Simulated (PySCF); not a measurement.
# Mn²³⁺ (manganese, charge +23): Hartree-Fock from Schrödinger to Dirac-Coulomb-Breit

Occupied: 1s1/2. Hartree-Fock calculated with PySCF 2.14 in an even-tempered Gaussian basis (16 s from 2.1 bohr⁻², ratio 2.7; 11 p from 2.5 bohr⁻², ratio 2.7), Gaussian nucleus throughout. NR is non-relativistic, sf-X2C the spin-free one-electron X2C Hamiltonian, X2C adds the bare one-electron spin-orbit term, X2C-SNSO screens it by Boettger's factors, DC is four-component Dirac-Coulomb, and the Gaunt and Breit terms are added at first order (total energies over the DC spinors, levels after relaxing the spinors in that mean field). QED terms are absent. Levels marked empty are virtual spinors of this ion.

```tsv
Hamiltonian	E (hartree)
NR	-609.4798
sf-X2C	-614.4757
X2C	-614.4757
X2C-SNSO	-614.4757
DC	-614.5754
DC+Gaunt	-614.3731
DC+Breit	-614.3731
```

```
   level (eV)       NR   sf-X2C      X2C  X2C-SNSO       DC  DC+Gaunt  DC+Breit
        1s1/2  -8082.8  -8146.9  -8146.9   -8146.9  -8149.6   -8144.2   -8144.2
2s1/2 (empty)  -1861.8  -1880.2  -1880.2   -1880.2  -1880.5   -1879.9   -1880.0
2p1/2 (empty)  -1816.9  -1824.4  -1834.5   -1834.1  -1833.9   -1832.8   -1832.9
2p3/2 (empty)  -1816.9  -1824.4  -1819.6   -1819.8  -1819.9   -1819.3   -1819.5
3s1/2 (empty)  -814.84  -821.28  -821.28   -821.28  -821.35   -821.19   -821.21
```

Question: How large are the two-electron picture-change error of X2C and the Breit correction in the total energy?

Answer: X2C-1e lies 0.0997 hartree above Dirac-Coulomb; Gaunt adds 0.2022 and the full Breit term 0.2022 hartree.

```tsv
interval (eV)	X2C	X2C-SNSO	DC	DC+Gaunt	DC+Breit
2p3/2 − 2p1/2	14.93	14.32	13.94	13.42	13.42
```

Weight of the small component: 1s1/2 0.00818, 2s1/2 0.00185, 2p1/2 0.00183, 2p3/2 0.00182, 3s1/2 0.000811.

Koopmans' value for the highest occupied level at DC+Breit: 8144.2 eV, against an ionisation energy of 8140.8 eV (theoretical estimate listed by NIST; NIST Atomic Spectra Database, ionization energies); the former lacks relaxation, correlation, QED and recoil.

The whole ladder took 22 s of wall time on 1 thread of Neoverse-V2 (shared host), launched as `OMP_NUM_THREADS=1 python relrun2.py TASK.json OUT` (a driver that calls PySCF for each Hamiltonian).
